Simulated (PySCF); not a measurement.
**Spin states of KRb**

Unrestricted PBE0; K x2c-TZVPall, Rb x2c-TZVPall; spin-free X2C with a Gaussian nucleus (PySCF 2.14). Outer shells of the fragments: K 4s1; Rb 5s1.

Followed along the bond (rough minima from three points):

```
2Ms+1  unpaired  ⟨S²⟩ at the start  R at minimum (Å)  Te (eV)
    1      none               0.00              4.14     0.00
    3  σ ↑, π ↑               2.00              4.05     1.10
    1  σ ↑, π ↓               1.00              4.21     1.39
    3      σ ↑↑               2.00  none in the scan   ≤ 0.46
```

Solutions found at the starting distance of 4.005 Å, counted from the lowest of them; the search is not exhaustive and high or unbound solutions are not listed, so other states can lie among these:

```json
{"2Ms+1": "1", "unpaired": "none", "term": "¹Σ⁺", "E (eV)": "0.00", "⟨S²⟩": "0.00", "⟨Lz²⟩": "0.00", "μ (D)": "0.66"}
{"2Ms+1": "3", "unpaired": "σ ↑↑", "term": "³Σ⁺", "E (eV)": "0.66", "⟨S²⟩": "2.00", "⟨Lz²⟩": "0.00", "μ (D)": "0.21"}
{"2Ms+1": "3", "unpaired": "σ ↑, π ↑", "term": "³Π", "E (eV)": "1.09", "⟨S²⟩": "2.00", "⟨Lz²⟩": "1.01", "μ (D)": "0.81"}
{"2Ms+1": "1", "unpaired": "σ ↑, π ↓", "term": "mixed", "E (eV)": "1.39", "⟨S²⟩": "1.00", "⟨Lz²⟩": "1.01", "μ (D)": "0.30"}
{"2Ms+1": "3", "unpaired": "σ ↑, δ ↑", "term": "³Δ", "E (eV)": "2.26", "⟨S²⟩": "2.00", "⟨Lz²⟩": "4.00", "μ (D)": "-5.25"}
{"2Ms+1": "1", "unpaired": "σ ↑, δ ↓", "term": "mixed", "E (eV)": "2.31", "⟨S²⟩": "1.00", "⟨Lz²⟩": "4.00", "μ (D)": "-5.70"}
```

A term symbol is given only where ⟨S²⟩ and ⟨Lz²⟩ are close to those of a pure state; real π, δ and φ orbitals otherwise mix terms. A positive dipole means K(−)Rb(+).

Counting both spins, an empty level lies below a filled one in some of these solutions, because spin and occupation are held.
